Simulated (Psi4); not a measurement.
O$_{2}$Se, charge -1, doublet, geometry from GFN2-xTB (a state made from the parent by changing its charge; the spin is typed, not shown lowest) (a gas-phase anion, which may not be bound at this level). Base run: Psi4 with BLYP/3-21G.

The Psi4 input:
```
memory 2 GB

molecule mol {
-1 2
O    -1.361772    0.598247    0.035147
Se    0.015899   -0.312514   -0.026176
O     1.294203    0.729935    0.076102
}

set {
  basis 3-21g
  reference uks
}

energy('blyp')
print_variables()
```

The base run was repeated with changes; each row names its change, and settings that it needs were set with it.

| change | ΔE vs base (mEh) | SCF cycles | grid points | basis functions |
|---|---|---|---|---|
| base | 0.000 | 9 | 63290 | 41 |
| guess = modhuckel | 0.000 | 9 | 63290 | 41 |
| dft_pruning_scheme = treutler | -0.055 | 9 | 34272 | 41 |
| e_convergence = 1e-10 | 0.000 | 11 | 63290 | 41 |
| scf_type = pk | 0.249 | 9 | 63290 | 41 |
| df_basis_scf = cc-pvqz-jkfit | -0.300 | 9 | 63290 | 41 |
| scf_type = dfdirj+link | 0.049 | 9 | 63290 | 41 |
| dft_radial_scheme = becke | 0.023 | 9 | 55241 | 41 |
| scf_type = direct | 0.249 | 11 | 63290 | 41 |
| dft_spherical_points = 110 | 0.253 | 9 | 23146 | 41 |
| e_convergence = 1e-4 | 0.000 | 9 | 63290 | 41 |
| dft_radial_points = 99 | -0.002 | 9 | 83472 | 41 |
| puream = true | 9.016 | 9 | 63290 | 40 |

Open shells are given as the SCF converged; they aren't shown to be the lowest states, and a large step between rows can be another state.

A gas-phase anion may not be bound at this level; its values then depend on the basis.
